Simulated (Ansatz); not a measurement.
An input meant for VF5 (charge 0, singlet).

```yaml
crystal:
  periodic: [false, false, false]
  atoms:
    - {symbol: V, position_ang: [-0.000309, 0.000278, -0.000016]}
    - {symbol: F, position_ang: [-0.014555, -0.006066, 1.719985]}
    - {symbol: F, position_ang: [0.015567, 0.004279, -1.720016]}
    - {symbol: F, position_ang: [1.684881, 0.010550, 0.014792]}
    - {symbol: F, position_ang: [-0.850961, 1.454911, -0.003093]}
    - {symbol: F, position_ang: [-0.834632, -1.463953, -0.011652]}
basis:
  gaussian: {orbitals: STO-3G}
magnetization: {spin_polarized: true, initial_magnetization: 1}
hamiltonian: {xc: {name: r2SCAN50}, dispersion: d4}
scf: {omitted_lower_state_checks: [starts]}
output: {forces: true}
```

```sh
$ ansatz run in.yaml --threads 4 --pin off --events-out ev --progress --plain --max-ram 3916MiB
```

Output, abridged:

```
Error: a molecule whose nuclei and cores have a total charge of 68 cannot have a net charge of 0 together with 1 unpaired electrons
```

In this input the number of unpaired electrons doesn't fit the electron count. The program refused the input.
